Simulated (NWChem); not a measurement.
System: C3H5N2 cation; SMILES c1[nH+]cc[nH]1

The following NWChem deck was run.

```
start job
memory heap 200 mb stack 900 mb global 1100 mb
charge 1
geometry units angstroms
  C      0.078372    -1.163552     0.162823
  C     -1.065951    -0.483695    -0.127652
  N     -0.726267     0.830935    -0.235378
  C      0.577268     0.962870    -0.020472
  N      1.079436    -0.241860     0.222801
  H      0.238215    -2.210490     0.325203
  H     -2.067473    -0.840652    -0.260057
  H     -1.369469     1.584248    -0.446072
  H      1.129356     1.883851    -0.040075
  H      2.050812    -0.447791     0.421807
end
basis spherical
  * library def2-svp
end
dft
  xc pbe0
  iterations 150
end
driver
  maxiter 120
end
task dft optimize
task dft freq
```

The level has its own optimisation; frequencies are unscaled. Brackets give each atom's bonded neighbours.

### Question
Give the results of this calculation. (PBE0/def2-SVP.) Quantities: r C–C (Å); r C–N [C(CHN)–N(CCH)] (Å); r C–H [C(CHN)–H(C)] (Å); r C–N [C(HNN)–N(CCH)] (Å); highest harmonic frequency (cm⁻¹); lowest (cm⁻¹); zero-point energy (kcal/mol).

### Answer
```yaml
r C–C (Å): 1.364
r C–N [C(CHN)–N(CCH)] (Å): 1.374
r C–H [C(CHN)–H(C)] (Å): 1.087
r C–N [C(HNN)–N(CCH)] (Å): 1.330
highest harmonic frequency (cm⁻¹): 3635
lowest (cm⁻¹): 640
zero-point energy (kcal/mol): 54.0
```
